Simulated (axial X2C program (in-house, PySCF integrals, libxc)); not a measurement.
**What spin–orbit coupling does to NaSb⁺**

Calculated with an in-house relativistic program for diatomic molecules. Spin-free means the one-electron spin-free X2C Hamiltonian; two-component (2c) means X2C with spin–orbit coupling and atomic mean-field two-electron Coulomb and Gaunt terms, so the difference of the two also holds small scalar two-electron terms. Basis: Sb dyall-cv3z [11s12p8d4f1g], Na dyall-cv3z [9s8p5d2f] (cores contracted in-house); Gaussian nuclei, density fitting, unrestricted open shells. Masses: Sb 120.904 u, Na 22.990 u.

Spin-free state: M_S = 3/2, Λ = 0 (beyond evenly filled blocks: σα, π+α, π-α); fragments Sb + Na+.

| level | Re (Å) | ωe (cm⁻¹) | De (eV) | μ (D) |
| --- | --- | --- | --- | --- |
| PBE0 | 3.282 | 110.2 | 0.368 | 10.23 |
| HF | 3.384 | 100.1 | 0.284 | 11.00 |
| MP2 | 3.376 | 100.6 | 0.285 | n/a |
| CCSD | 3.374 | 101.0 | 0.285 | n/a |
| CCSD(T) | 3.374 | 101.0 | 0.286 | n/a |
| B3LYP | 3.296 | 108.0 | 0.377 | 10.19 |

Correlated methods: 5 electrons correlated (number of frozen shells: Sb 4 s, 3 p, 2 d; Na 2 s, 1 p), 281 virtual spin orbitals or spinors in MP2, 53 natural virtuals in coupled cluster.

Dipoles are positive if Na is the positive end and refer to the centre of mass.

Two-component determinant lowest at the distance of the search:

Ω = 3/2 (⟨Sz⟩ = 1.48, ⟨Lz⟩ = 0.02 at HF); fragments Sb + Na+.

| level | Re (Å) | ωe (cm⁻¹) | De (eV) | μ (D) |
| --- | --- | --- | --- | --- |
| PBE0 | 3.276 | 111.1 | 0.368 | 10.20 |
| HF | 3.380 | 100.7 | 0.284 | 10.98 |
| MP2 | 3.373 | 100.9 | 0.284 | n/a |
| CCSD | 3.370 | 101.6 | 0.285 | n/a |
| CCSD(T) | 3.370 | 101.6 | 0.286 | n/a |
| B3LYP | 3.284 | 110.4 | 0.380 | 10.12 |

Question: From the two tables, how do the constants change at the CCSD(T) level (2c against spin-free)?

Answer: At the CCSD(T) level Re drops by 0.004 Å and ωe increases by 0.6 cm⁻¹; De changes by 0.000 eV.

The state is one determinant whose occupation by symmetry is held fixed; it was picked as the lowest of a PBE0 search that is not exhaustive. De is counted from the lowest determinant-based energies of the atoms at the same level, without counterpoise correction. Density functionals use the spin component along the axis (collinear). CCSD and (T) use frozen natural virtuals with an MP2 correction for the truncation; (T) itself is uncorrected, so its De runs slightly low. PBE0 can misorder states that lie within some tenths of an eV, so this need not be the ground state of the molecule. The nearest other spin-free determinant of the search, M_S = 1/2, Λ = 1, lies 0.94 eV up at the distance of the search. With several unpaired electrons one determinant need not be a pure state. This is the top spin component of a Σ state; components of lower Ω are not single determinants and can lie lower. With the outer-core shells frozen, correlated bond lengths of heavy atoms tend to come out a few hundredths of an ångström too long.
